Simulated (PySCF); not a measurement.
```xyz
3
charge 0 multiplicity 1, angstrom
Sn    0.0000    0.0000    0.0000
Se    0.0000    0.0000    2.3029
Se    0.0000    0.0000   -2.3029
```

These are results of PBE0 in PySCF with Sn def2-TZVP with ECP28, Se def2-TZVP; scalar-relativistic core potentials, no spin–orbit coupling; density-fitted integrals, not measurements.

This geometry of SnSe2 is a stationary point at this level.

(1) What is the point group?

(2) Is it a minimum?

(3) Give the atomic charges and bond orders.

(4) What is the atomisation energy, with and without zero-point energy?

Answers

(1) D∞h.

(2) Yes: all harmonic wavenumbers are real.

(3) 
```csv
atom,Mulliken,Löwdin,polar tensor,Mayer order to Sn1
Sn1,0.65,0.01,0.86,–
"Se2,3",-0.32,-0.01,-0.43,1.93
```

(4) 653 kJ/mol without, 649 kJ/mol with.
